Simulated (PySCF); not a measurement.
C3H3F2GeN.
Atom-mapped SMILES: `[N:1]#[C:2]/[C:3]([F:4])=[CH:5]/[GeH2:6][F:7]` (hydrogens: H8 on C5; H9, H10 on Ge6)

A GFN2-xTB structure was refined with PBE0-D3(BJ)/def2-SVP geometry optimisation, gas phase in PySCF. Its GFN2-xTB values:

| coordinate | GFN2-xTB |
| --- | --- |
| N1≡C2 | 1.173 Å |
| C2–C3 | 1.433 Å |
| C3–F4 | 1.342 Å |
| C3=C5 | 1.320 Å |
| C5–Ge6 | 1.965 Å |
| C5–H8 | 1.076 Å |
| Ge6–F7 | 1.736 Å |
| Ge6–H9 | 1.486 Å |
| N1–C2–C3 | 177.8° |
| C2–C3–F4 | 112.9° |
| C2–C3–C5 | 124.9° |
| C3–C5–Ge6 | 118.6° |
| F4–C3–C5 | 122.1° |
| C5–Ge6–F7 | 102.8° |
| C2–C3–C5–Ge6 | -178° |
| C3–C5–Ge6–F7 | 95° |

Question: How do these coordinates change at the PBE0-D3(BJ)/def2-SVP level?

Answer: 
| coordinate | PBE0-D3(BJ)/def2-SVP (Å or °) | change |
| --- | --- | --- |
| Ge6–H9 | 1.533 | +0.047 |
| C5–Ge6 | 1.938 | -0.027 |
| C5–H8 | 1.093 | +0.017 |
| N1≡C2 | 1.158 | -0.015 |
| C3=C5 | 1.335 | +0.015 |
| C3–F4 | 1.329 | -0.013 |
| Ge6–F7 | 1.744 | +0.008 |
| C2–C3 | 1.436 | +0.003 |
| C3–C5–Ge6 | 123.3 | +4.7 |
| C5–Ge6–F7 | 106.0 | +3.2 |
| N1–C2–C3 | 179.2 | +1.4 |
| C2–C3–C5 | 124.3 | -0.6 |
| F4–C3–C5 | 122.6 | +0.5 |
| C2–C3–F4 | 113.1 | +0.2 |
| C3–C5–Ge6–F7 | 98 | +3 |
| C2–C3–C5–Ge6 | -179 | -1 |

The energy falls by 2.5 kcal/mol over 7 energy and gradient evaluations, the largest force component goes from 0.0350 to 3.6e-04 Eh/bohr, and the atoms move by 0.083 Å rms after alignment. The bond that changes most is Ge6–H9 (ends: germanium bonded to C, F and 2 H; Ge–H hydrogen), which lengthens by 0.047 Å. Bonds longer at the end by more than 0.005 Å: 5 of 9; shorter: 3. Rotational constants go from 4962, 797.8, 777.0 to 4935, 776.4, 753.1 MHz.

The run used 131 basis functions and 55 SCF cycles in all. Hardware: one thread, Arm Neoverse V2 (aarch64), shared host. Cost: 48 s, 0.54 GiB resident at most.

No PBE0-D3(BJ)/def2-SVP frequencies stand behind this structure, so it isn't proved a minimum. The numbers are those of one conformer.

Shape of the structure used: `[N:1]#[C:2]/[C:3]([F:4])=[CH:5]/[GeH2:6][F:7]`: C3–C5–Ge6–F7 98°.
